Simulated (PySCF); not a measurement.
ClF3H2OSi2, SMILES Cl[SiH2]O[Si](F)(F)F. Atoms are numbered in the order given.

```xyz
9

Si     1.0596    -0.6820     0.4626
F      1.5169    -1.8483     1.4508
F      1.5933    -1.0277    -1.0020
F      1.7506     0.6784     0.9354
O     -0.5518    -0.5556     0.4847
Si    -1.8952     0.2999     0.0064
Cl    -1.3134     1.7194    -1.3799
H     -2.8412    -0.6417    -0.6291
H     -2.4657     0.9850     1.1863
```

Geometry optimised at B3LYP-D3(BJ)/def2-SVP. This is a generated structure with no PubChem entry under its InChIKey; it may be hypothetical. The values are those of a single conformer.

Method: r2SCAN/def2-TZVP in PySCF.

ESP charges are fitted to the potential on shells at 1.4 to 2.0 van der Waals radii. Atomic charges (e):

```tsv
atom	Löwdin	ESP fit	Mulliken
Si1	…	0.99	0.99
F2	0.05	-0.27	-0.29
F3	0.04	-0.27	-0.29
F4	0.04	-0.27	-0.29
O5	…	-0.31	-0.38
Si6	-0.08	0.21	0.52
Cl7	0.23	-0.11	-0.24
H8	…	0.02	-0.02
H9	…	0.02	-0.02
```

Problem. Some entries are withheld; supply them. (An estimate is asked for; the answer gives what the named calculation found.)

Solution. 
- Si1, Löwdin: -0.23
- O5, Löwdin: 0.03
- H8, Löwdin: -0.04
- H9, Löwdin: -0.04

Computed Mayer and Wiberg (Löwdin basis) orders of the bonds:
```
bond     Mayer  Wiberg
-------  -----  ------
Si1–F2    1.17    1.74
Si1–F3    1.16    1.73
Si1–F4    1.15    1.73
Si1–O5    1.21    1.61
O5–Si6    1.11    1.52
Si6–Cl7   1.17    1.85
Si6–H8    0.94    0.95
Si6–H9    0.93    0.95
```
